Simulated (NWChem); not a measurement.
Species: C4H4F2; SMILES C=C(F)C(=C)F

```xyz
10

C      1.3556    -1.2692     0.0000
C      0.1421    -0.7181     0.0000
F     -0.9604    -1.4676     0.0000
C     -0.1421     0.7181     0.0000
C     -1.3556     1.2692     0.0000
F      0.9604     1.4676     0.0000
H      1.4694    -2.3537     0.0000
H      2.2374    -0.6307     0.0000
H     -2.2374     0.6307     0.0000
H     -1.4694     2.3537     0.0000
```
Atoms are numbered in this order, from 1.

Program: NWChem. Structure relaxed at the PBE0/def2-SVP level.

Q: Estimate the computed values for CAM-B3LYP/def2-SVP. Quantities: highest occupied level (eV); orbital gap (eV).

A: 
- highest occupied level (eV): -8.36
- orbital gap (eV): 8.46
